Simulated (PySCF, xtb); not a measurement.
H4SiSn, SMILES [SiH3][SnH] (connectivity only; charge and spin as stated), neutral, multiplicity 1.

xtb with GFN2-xTB at its own geometry gives an orbital gap of 1.87 eV and a dipole moment of 3.62 D.

Geometry optimised at B3LYP-D3(BJ)/def2-TZVP. The def2 effective core potentials stand for the cores of Sn; spin–orbit coupling is left out.

Q: What does PBE/def2-TZVPD (PySCF) give? (Estimate from the structure and the level; the computed values follow.)

A: gap 1.55 eV (levels -5.52 and -3.97 eV), dipole 1.15 D.
